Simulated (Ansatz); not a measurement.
Consider the atomization: `C[SiH2]S[SiH2]Cl` → C• + Cl• + 7 H• + S• + 2 Si•.

Computed with Ansatz on PBE0-D4/def2-TZVP structures; ΔE is electronic, products minus reactants. CCSD(T)/CBS is the MP2 limit (def2-TZVPP, def2-QZVPP) plus CCSD(T) − MP2 in def2-TZVPP, frozen cores. This one scheme is used for every species, atoms too. DFT in def2-TZVPP. No spin–orbit coupling; open shells (•) take unrestricted orbitals. Spin–orbit coupling would lower the free atoms: a little for C, Cl, S, Si. One conformer a species, not always the lowest.

```tsv
level	ΔE (eV)
r2SCAN-D4	41.50
PBE0	40.90
```

Problem. What does CCSD(T)/CBS give? (Best estimate.)

Solution. Ansatz gave: +41.43 eV. The listed levels differ from it by 0.07, -0.53 eV.

Largest T1 diagnostic among the species: 0.012.

The D4 term adds +0.58 eV with B3LYP and +0.31 eV with PBE0; it sums over pairs of atoms, weighted by their polarisabilities, and B3LYP, whose exchange is more repulsive, gets the larger term. In def2-TZVPP, CCSD(T) changes the Hartree–Fock value by +8.91 eV (the triples alone add +0.52 eV) and MP2 by +9.23 eV; breaking electron pairs costs correlation energy, which Hartree–Fock lacks.

B3LYP here is the variant with VWN-RPA as its local correlation; programs differ in this.

For atomizations the MP2-based limit and the directly extrapolated one differ by several kJ/mol either way, and by 10 to 25 for some Ge, Se and Sn compounds, so smaller differences from it don't rank the levels.
